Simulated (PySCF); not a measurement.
PySCF 2.14 output of an unrestricted r2SCAN calculation on a single atom or ion in 6-31G* (5s4p2d1f, 34 functions), with the non-relativistic Hamiltonian (point nucleus):

```
SCF conv_tol = 1e-09
number electrons alpha = 14  beta = 13
    J. W. Furness, A. D. Kaplan, J. Ning, J. P. Perdew, and J. Sun.,  J. Phys. Chem. Lett. 11, 8208-8215 (2020)
    J. W. Furness, A. D. Kaplan, J. Ning, J. P. Perdew, and J. Sun.,  J. Phys. Chem. Lett. 11, 9248-9248 (2020)
    J. W. Furness, A. D. Kaplan, J. Ning, J. P. Perdew, and J. Sun.,  J. Phys. Chem. Lett. 11, 8208-8215 (2020)
    J. W. Furness, A. D. Kaplan, J. Ning, J. P. Perdew, and J. Sun.,  J. Phys. Chem. Lett. 11, 9248-9248 (2020)
cycle= 1 E= -1507.6313216571  delta_E= -0.00033  |g|= 0.0666  |ddm|= 0.0565
cycle= 2 E= -1507.63067490427  delta_E= 0.000647  |g|= 0.0893  |ddm|= 0.0677
cycle= 3 E= -1507.63224893689  delta_E= -0.00157  |g|= 0.00314  |ddm|= 0.0714
cycle= 4 E= -1507.63223133961  delta_E= 1.76e-05  |g|= 0.000378  |ddm|= 0.0198
cycle= 5 E= -1507.632231322  delta_E= 1.76e-08  |g|= 4.67e-05  |ddm|= 0.00078
cycle= 6 E= -1507.63223131812  delta_E= 3.88e-09  |g|= 2.11e-06  |ddm|= 0.000328
cycle= 7 E= -1507.63223131811  delta_E= 6.37e-12  |g|= 8.88e-07  |ddm|= 2e-05
converged SCF energy = -1507.63223131811  <S^2> = 0.75105984  2S+1 = 2.0010596
```

The run itself started from symmetry-adapted Hartree-Fock orbitals and held the occupation by maximum overlap, on a logarithmic radial grid, so the iterations belong to that start.

Question: Which element, charge and spin multiplicity is this?

Answer: Ni⁺ (nickel, charge +1), multiplicity 2; the state was [Ar] 3d9, 2D determinant.
